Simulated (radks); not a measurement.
Spin polarisation of the 3s1 shell in the silicon ion Si3+. Start: [Ne] 3s(up 0.5, down 0.5); electrons of 3s are moved from spin down to spin up, other shells keep equal spins. Method: scalar-relativistic Kohn-Sham, PBE, spin-polarised, spherical densities, point nucleus; computed with a radial shooting solver on a logarithmic mesh with Libxc functionals.

| moment (Bohr magnetons) | E - E(0) (eV) | e(3s up) (eV) | e(3s down) (eV) | 2p down minus up (eV) | 2s down minus up (eV) |
|---|---|---|---|---|---|
| 0 | 0.000 | -39.488 | -39.488 | 0.000 | 0.000 |
| 0.25 | -0.033 | -39.744 | -39.223 | 0.080 | 0.081 |
| 0.5 | -0.129 | -39.985 | -38.962 | 0.161 | 0.162 |
| 0.75 | -0.287 | -40.205 | -38.711 | 0.243 | 0.245 |

At moment 0.75 the spin-polarisation energy is -0.287 eV and the 3s exchange splitting 1.494 eV, that is 1.992 eV per Bohr magneton; E = -I m^2/4 would give I = 2.040 eV.
